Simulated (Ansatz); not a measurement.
Geometry optimisation, RKS PBE/def2-SVP (Ansatz).

input.yaml

```yaml
crystal:
  periodic: [false, false, false]
  atoms:
    - { symbol: Sn, position_ang: [0.0, 0.0, 0.0] }
    - { symbol: Cl, position_ang: [0.0, 0.0, 2.41] }
    - { symbol: O, position_ang: [1.8483, 0.0, -0.6527] }
    - { symbol: H, position_ang: [2.1646, -0.9521, -0.7693] }
    - { symbol: Cl, position_ang: [-1.1351, 1.9666, -0.8025] }
    - { symbol: H, position_ang: [-0.8195, -1.4198, -0.5794] }
basis:
  gaussian: { orbitals: def2-SVP }
hamiltonian:
  xc: pbe
relax:
  f_tol: 0.02
  max_steps: 40
```

Run as:

```bash
$ ansatz run input.yaml --threads 2 --pin off --max-ram 3072MiB --backend cpu --events-out ev --progress --plain --runs-dir out
```

Where does it end, and by what steps?

The forces met the threshold. The force dipped under the threshold on the way, but the program's further checks kept it going. After 21 steps the energy has fallen by 0.214 eV; H4 moved furthest, 1.02 Å.

```csv
step,energy less start (eV),largest force component (eV/Å),accepted
0,0.0000,1.286,yes
1,-0.0916,0.579,yes
2,-0.1063,0.335,yes
3,-0.1083,0.563,yes
4,-0.1139,0.372,yes
5,-0.1259,0.112,yes
6,-0.1347,0.323,yes
7,-0.0756,1.698,no
8,-0.1469,0.262,yes
9,-0.1610,0.204,yes
10,-0.1821,0.153,yes
11,-0.1840,0.072,yes
12,-0.0539,1.941,no
13,-0.1949,0.185,yes
14,-0.2044,0.107,yes
15,-0.2123,0.038,yes
16,-0.2123,0.250,no
17,-0.2134,0.030,yes
18,-0.2081,0.490,no
19,-0.2139,0.003,yes
20,-0.2139,0.066,no
21,-0.2140,0.012,yes
```

```xyz
6
Properties=species:S:1:pos:R:3
Sn -0.102 -0.206 -0.045
Cl 0.077 -0.163 2.311
O 1.679 -0.628 -0.828
H 2.347 0.021 -0.531
Cl -0.740 1.971 -0.708
H -1.204 -1.400 -0.593
```

Whether the end is a true minimum wasn't checked by a vibrational analysis.

The run took 32 s on 2 threads of Arm Neoverse V1, with other jobs on the host, peak memory 0.13 GiB.
